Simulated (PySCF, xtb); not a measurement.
Te(OMe)2 (C2H6O2Te), SMILES CO[Te]OC.

GFN2-xTB in xtb at its own geometry gives an orbital gap of 3.78 eV and a dipole moment of 0.26 D.

Geometry optimised at PBE0-D3(BJ)/def2-SVP. The def2 effective core potentials stand for the cores of Te; spin–orbit coupling is left out. Other conformers were not sampled.

**Question.** What does PBE/def2-TZVP (PySCF) give? (The exact figures need the calculation; the answer reports its results.)

**Answer.** gap 2.49 eV (levels -5.03 and -2.54 eV), dipole 0.01 D.
